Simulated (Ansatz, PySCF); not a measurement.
CHF, SMILES [CH]F (connectivity only; charge and spin as stated), neutral, multiplicity 1.

The structure is a stationary point at B3LYP-D3(BJ)/def2-TZVPD. The isomer is the one that the SMILES or the coordinates give; other isomers of the formula were not compared.

Two levels are set side by side: PBE/def2-TZVPD (Ansatz, a program for electronic structure) and EOM-CCSD/aug-cc-pVDZ (PySCF). PBE by ΔSCF, the other level by its IP root; same geometry, the bases differ. Differences are taken from unrounded values.

| quantity | PBE |
|---|---|
| vertical ionisation energy (eV) | 10.32 |

### Question
These are the PBE values. What does EOM-CCSD give? (The exact figures need the calculation; the answer reports its results.)

### Answer

```csv
quantity,EOM-CCSD,PBE minus EOM-CCSD
vertical ionisation energy (eV),10.50,-0.18
```

On these quantities the two levels nearly agree.
